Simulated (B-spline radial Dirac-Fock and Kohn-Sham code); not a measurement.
ΔSCF core binding energies without Breit or QED terms, calculated with a radial atomic solver.

A sound run for the Se⁷⁺ ion, configuration [Ar] 3d9: The ground state converged in 9 iterations, with total energy -2413.83790 Ha, virial ratio 1.97608 and highest orbital energy -189.91 eV. ΔSCF binding energies: K (1s) 12826.4 eV, L3 (2p3/2) 1577.8 eV. Holes are computed only in closed shells, and unreliable hole states are left out.

A second run, with one unsound setting: The ground state converged in 10 iterations, with total energy -3264.05997 Ha, virial ratio 1.11082 and highest orbital energy -224.74 eV. ΔSCF binding energies: K (1s) 20454.8 eV, L3 (2p3/2) 1360.9 eV. Holes are computed only in closed shells, and unreliable hole states are left out.

```
iter   energy (Ha)        error
   1    -3230.49410896  2.05e+01
   2    -3261.01476934  1.74e+00
   3    -3263.51040333  6.51e-01
   4    -3263.98282321  3.18e-01
   5    -3264.05218731  9.21e-02
   6    -3264.05989263  8.90e-03
   7    -3264.05997337  4.13e-04
   8    -3264.05997351  1.23e-05
   9    -3264.05997351  4.86e-07
  10    -3264.05997351  4.82e-08
```

**Question.** Which fault fits the second run best?
A. functional not served
B. speed of light below Z
C. overfilled shell
D. mesh too coarse

**Answer.** D. The input had h = 2.0: h is too large to resolve the orbitals.
